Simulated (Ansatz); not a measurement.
## Pulling the pair apart

The pair of Cu⁺ (SMILES [Cu+], atom 1) and CH2O (SMILES C=O, atoms 2–5), both closed shells, in one local arrangement (a lower one may exist), relaxed at PBE0-D4/def2-TZVP:

```xyz
5
angstrom
Cu -0.0058 0.1302 -2.3467
C 0.0182 -0.0390 0.6056
O -0.4673 0.1773 -0.4883
H -0.5994 0.1111 1.4999
H 1.0546 -0.3797 0.7294
```

CH2O is shifted rigidly along the line between the mean atom positions of the two fragments (negative: closer). Counterpoise interaction energies in kJ/mol. Computed with Ansatz 0.2.0 (basis: def2-TZVPPD); correlated methods freeze the cores. The 3s and 3p shells of Cu and Zn are frozen; filled d shells are correlated. B3LYP uses VWN-RPA correlation.

```
shift (Å)  PBE0-D4     MP2  B3LYP-D4
    -0.19   -159.4  -137.2    -163.7
    -0.10   -175.6  -153.7    -180.7
     0.00   -179.5  -158.4    -185.3
     0.10   -176.3  -156.1    -182.4
     0.23   -165.6  -146.5    -172.2
     0.48   -139.0  -122.4    -145.4
     0.96    -93.3   -81.9     -98.2
     1.92    -46.1   -41.6     -49.1
```

(1) What does CCSD(T) give at these shifts? (Judge from chemistry; the value comes from the calculation.)

The T1 diagnostic stays at or below 0.026. The T1 diagnostic is large here, which may signal multireference character or strong orbital relaxation, so CCSD(T) is less sure.

## Answers

(1) Computed: -126.6, -146.7, -153.9, -153.4, -145.5, -122.7, -82.5, -41.7 kJ/mol. For zero shift, CCSD(T) at an estimated basis limit (MP2 extrapolated from triple and quadruple zeta, plus CCSD(T) − MP2 in triple zeta) gives -168.0 kJ/mol. These are counterpoise interaction energies, counted from the two frozen fragments.

For scale, one of the runs: CCSD(T)/def2-TZVPPD, 178 basis functions, launched by `ansatz run in.yaml --threads 4 --pin off --events-out ev --progress --plain --max-ram 9574MiB`. The run took 10 s on 4 CPU threads of an Arm Neoverse V2 (shared host), with 1.2 GiB of host memory at its peak.
